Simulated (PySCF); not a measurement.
These 4 structures share the formula C7H12BN. Method used: PySCF, PBE0-D3(BJ)/def2-SVP geometry optimisation, gas phase. One conformer each; no zero-point energy, no entropy. No frequencies were run at this level. Point groups hold within 0.08 Å.

Question: Order them by energy at this level, lowest first, and give relative energies in kcal/mol.
A. `[CH:1]#[C:2][B:3]([NH2:4])[CH:5]1[CH2:6][CH2:7][CH2:8][CH2:9]1` with C2–B3–C5–C6 63°, B3–C5–C6–C7 -164°, C5–C6–C7–C8 24°, C6–C7–C8–C9 2°, C7–C8–C9–C5 -27°
B. `[CH3:1][NH2+:2][BH2-:3][c:4]1[cH:5][cH:6][cH:7][cH:8][cH:9]1` with C1–N2–B3–C4 -65°, N2–B3–C4–C5 105°
C. `[CH3:1][CH:2]([CH3:3])[N:4]1[BH:5][CH:6]=[CH:7][CH:8]=[CH:9]1` with C1–C2–N4–B5 118°
D. `[CH3:1][C:2]#[C:3][B@@H-:4]([CH2:5][CH3:6])[N+:7]#[C:8][CH3:9]` with C3–B4–C5–C6 180°

Answer: C (0.0), B (18.2), A (26.9), D (72.0).

```tsv
SMILES	E (Eh)	E rel (kcal/mol)	dipole (D)	point group	A, B, C (MHz)
CC(C)N1BC=CC=C1	-352.94766	0.0	2.43	–	3348, 1104, 1012
C[NH2+][BH2-]c1ccccc1	-352.91860	18.2	5.38	C1	3167, 1012, 929.2
C#CB(N)C1CCCC1	-352.90478	26.9	1.72	near Cs	2570, 1029, 909.3
CC#C[B@@H-](CC)[N+]#CC	-352.83298	72.0	7.20	C1	1670, 861.0, 593.5
```

How do the relative energies change in single points at CAM-B3LYP/pcSseg-1 (no added dispersion term) on the same geometries?

```json
{"SMILES": "CC(C)N1BC=CC=C1", "PBE0-D3(BJ)/def2-SVP (kcal/mol)": "0.0", "CAM-B3LYP/pcSseg-1 (kcal/mol)": "0.0", "shift": "0.0"}
{"SMILES": "C[NH2+][BH2-]c1ccccc1", "PBE0-D3(BJ)/def2-SVP (kcal/mol)": "18.2", "CAM-B3LYP/pcSseg-1 (kcal/mol)": "19.3", "shift": "+1.1"}
{"SMILES": "C#CB(N)C1CCCC1", "PBE0-D3(BJ)/def2-SVP (kcal/mol)": "26.9", "CAM-B3LYP/pcSseg-1 (kcal/mol)": "23.3", "shift": "-3.6"}
{"SMILES": "CC#C[B@@H-](CC)[N+]#CC", "PBE0-D3(BJ)/def2-SVP (kcal/mol)": "72.0", "CAM-B3LYP/pcSseg-1 (kcal/mol)": "62.6", "shift": "-9.4"}
```

Each column counts from its own lowest isomer. The order is unchanged; the largest shift is 9.4 kcal/mol.
